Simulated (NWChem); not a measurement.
System: C3H5NSSi; SMILES [SiH3]c1nccs1

Parts of the log:

```
             Northwest Computational Chemistry Package (NWChem) 7.3.0
             --------------------------------------------------------

                             Geometry "geometry" -> ""
                             -------------------------

 Output coordinates in angstroms (scale by  1.889725989 to convert to a.u.)

  No.       Tag          Charge          X              Y              Z
 ---- ---------------- ---------- -------------- -------------- --------------
    1 Si                  14.0000    -0.00946900    -2.22212700    -0.00175200
    2 C                    6.0000    -0.18900800    -0.34875100     0.01145600
    3 N                    7.0000    -1.27510900     0.26758300    -0.37549900
    4 C                    6.0000    -1.15420200     1.61755500    -0.27063500
    5 C                    6.0000     0.04994000     2.06792400     0.20775300
    6 S                   16.0000     1.07020500     0.73596400     0.53845000
    7 H                    1.0000    -1.03990900    -2.83551000     0.88442600
    8 H                    1.0000    -0.17317600    -2.73637600    -1.39175000
    9 H                    1.0000     1.35421700    -2.56322300     0.50268000
   10 H                    1.0000    -1.98646900     2.26248700    -0.55962900
   11 H                    1.0000     0.37028700     3.09526600     0.37453400

 Effective nuclear repulsion energy (a.u.)     331.5213220978

  xc_inp: hfexch multiplicative factor not found.
                              NWChem Property Module
                              ----------------------

                                 NWChem DFT Module
                                 -----------------

 Summary of "ao basis" -> "ao basis" (spherical)
 ------------------------------------------------------------------------------
       Tag                 Description            Shells   Functions and Types
 ---------------- ------------------------------  ------  ---------------------
 Si                         6-31+g*                 10       22   5s4p1d
 C                          6-31+g*                  8       18   4s3p1d
 N                          6-31+g*                  8       18   4s3p1d
 S                          6-31+g*                 10       22   5s4p1d
 H                          6-31+g*                  2        2   2s

            General Information
            -------------------
          SCF calculation type: DFT
          Wavefunction type:  closed shell.
          No. of atoms     :    11
          No. of electrons :    60
           Alpha electrons :    30
            Beta electrons :    30
          Charge           :     0
          Spin multiplicity:     1
          Use of symmetry is: off; symmetry adaption is: off
          Maximum number of iterations: 150
          AO basis - number of functions:   126
                     number of shells:    62
          Convergence on energy requested:  1.00D-06
          Convergence on density requested:  1.00D-05
          Convergence on gradient requested:  5.00D-04

              XC Information
              --------------
                     Hartree-Fock (Exact) Exchange  1.000

      Superposition of Atomic Density Guess
      -------------------------------------

 Sum of atomic energies:        -856.05130848

      Non-variational initial energy
      ------------------------------

 Total energy =    -859.409610
 1-e energy   =   -1837.189378
 2-e energy   =     646.258445
 HOMO         =      -0.259675
 LUMO         =      -0.022607

   convergence    iter        energy       DeltaE   RMS-Dens  Diis-err
 ---------------- ----- ----------------- --------- --------- ---------
 d= 0,ls=0.0,diis     1   -857.2828743724 -1.19D+03  1.04D-02  4.33D-01
 d= 0,ls=0.0,diis     2   -857.3495873872 -6.67D-02  4.44D-03  1.45D-01
 d= 0,ls=0.0,diis     3   -857.3670236072 -1.74D-02  2.06D-03  1.62D-02
 d= 0,ls=0.0,diis     4   -857.3703388270 -3.32D-03  5.27D-04  6.86D-04
 d= 0,ls=0.0,diis     5   -857.3705437308 -2.05D-04  2.30D-04  1.28D-04
  Resetting Diis
 d= 0,ls=0.0,diis     6   -857.3705968877 -5.32D-05  1.37D-04  2.56D-05
 d= 0,ls=0.0,diis     7   -857.3706096633 -1.28D-05  3.44D-05  3.82D-06
 d= 0,ls=0.0,diis     8   -857.3706109492 -1.29D-06  1.44D-05  1.45D-06
 d= 0,ls=0.0,diis     9   -857.3706113735 -4.24D-07  2.72D-05  4.79D-07
 d= 0,ls=0.0,diis    10   -857.3706116881 -3.15D-07  2.48D-06  1.06D-08

         Total DFT energy =     -857.370611688106
      One electron energy =    -1840.109267815119
           Coulomb energy =      720.570708825458
    Exchange-Corr. energy =      -69.353374796194
 Nuclear repulsion energy =      331.521322097750

 Numeric. integr. density =        0.000000000000

                       DFT Final Molecular Orbital Analysis
                       ------------------------------------

[...]

 DFT Linear Response polarizability / au
 Frequency  =       0.0000000 / au
              X              Y              Z
 -----------------------------------------------
 X      77.7546578      0.4741132      8.9141377
 Y       0.4740904     92.9771718      1.8600195
 Z       8.9141368      1.8600282     57.8893406
 -----------------------------------------------
 Eigenvalues =      81.0658845     93.1432161     54.4120696
 Isotropic   =      76.2070567
 Anisotropic =      34.3248416
 -----------------------------------------------

 Magnetic Dipole Response Matrix (nonzero elements):

 Exiting AOResponse driver routine
```

Level: Hartree-Fock/6-31+G* (spherical d). All runs use the structure optimised with PBE0/def2-SVP.

**Question.** Write an input that gives this output.

**Answer.** Several could match; the one computed here: the input that was run:
```
start job
memory heap 200 mb stack 900 mb global 1100 mb
geometry units angstroms noautosym nocenter noautoz
  Si    -0.009469    -2.222127    -0.001752
  C     -0.189008    -0.348751     0.011456
  N     -1.275109     0.267583    -0.375499
  C     -1.154202     1.617555    -0.270635
  C      0.049940     2.067924     0.207753
  S      1.070205     0.735964     0.538450
  H     -1.039909    -2.835510     0.884426
  H     -0.173176    -2.736376    -1.391750
  H      1.354217    -2.563223     0.502680
  H     -1.986469     2.262487    -0.559629
  H      0.370287     3.095266     0.374534
end
basis spherical
  Si library 6-31+g*
  C library 6-31+g*
  N library 6-31+g*
  S library 6-31+g*
  H library 6-31+g*
end
dft
  xc hfexch
  iterations 150
end
property
  response 1 0.0
end
task dft property
```
